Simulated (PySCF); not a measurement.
Harmonic spectrum computed at PBE0 in the def2-TZVP basis family (core potentials from Rb on, PySCF, no spin–orbit coupling):

```
ω (cm⁻¹)  IR (km/mol, summed over degenerate members)  degeneracy
     162                                         79.5           2
     805                                          0.0           1
     918                                         80.2           1
```

Which molecule gave it? In each, all ligands are bound to the one heavy central atom.
A. BiO₂ (doublet)
B. GeO₂ (singlet)
C. SnO₂ (singlet)
D. SeO₂ (singlet)

C. It has D∞h symmetry with Sn–O 1.799 Å (×2).
